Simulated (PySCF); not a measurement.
Atom-mapped SMILES (the numbers label the heavy atoms): `[CH2:1]=[C:2]1[CH2:3][CH2:4]/[C:5]1=[CH:6]\[CH2:7][SiH2:8][NH2:9]` (H(Xn): hydrogen on atom n). Ha(C1) is cis to C3; Hb(C1) is trans to C3.

GIAO PBE0/pcSseg-1 shifts (PySCF 2.14.0 with density-fitted response routines, gas phase, non-relativistic, equivalent atoms averaged), each against references optimised in the same way as the molecule (TMS, NH3).

On the GFN2-xTB geometry: C2 154.9, C5 145.2, C6 125.2, C1 107.3, C3 28.0, C4 26.8, C7 19.0, Si8 -40.9, N9 4.2, H(C6) 6.17, Hb(C1) 5.49, Ha(C1) 4.99, H(Si8) 4.81, H(C4) 2.76, H(C3) 2.64, H(C7) 1.80, H(N9) 0.09 ppm.

What changes on the PBE0-D3(BJ)/def2-SVP geometry?

Answers


```
 atoms  δ (ppm)  change
    C2    155.9    +1.0
    C5    147.6    +2.4
    C6    123.2    -2.0
    C1    107.8    +0.5
    C3     28.7    +0.7
    C4     27.6    +0.8
    C7     18.6    -0.4
   Si8    -37.1    +3.8
    N9      7.7    +3.5
 H(C6)     6.02   -0.15
Hb(C1)     5.45   -0.04
Ha(C1)     4.94   -0.05
H(Si8)     4.70   -0.11
 H(C4)     2.78   +0.02
 H(C3)     2.55   -0.09
 H(C7)     1.71   -0.09
 H(N9)     0.09   +0.00
```

Part of each change is the reference's own: σ(TMS, C) goes from 186.9 to 184.4 ppm, σ(TMS, Si) goes from 349.2 to 352.0 ppm, σ(NH3, N) goes from 267.7 to 265.7 ppm, σ(TMS, H) goes from 31.72 to 31.27 ppm.

Bonds between heavy atoms that differ most (equivalent bonds averaged): C7–Si8 1.913 → 1.893 Å, C5–C2 1.459 → 1.475 Å, Si8–N9 1.720 → 1.735 Å, C5–C6 1.330 → 1.342 Å, C1–C2 1.325 → 1.337 Å. Mean change of bonds to hydrogen: C–H +0.013 Å, Si–H +0.032 Å, N–H +0.008 Å. The two structures also differ in conformation, which adds to the changes.
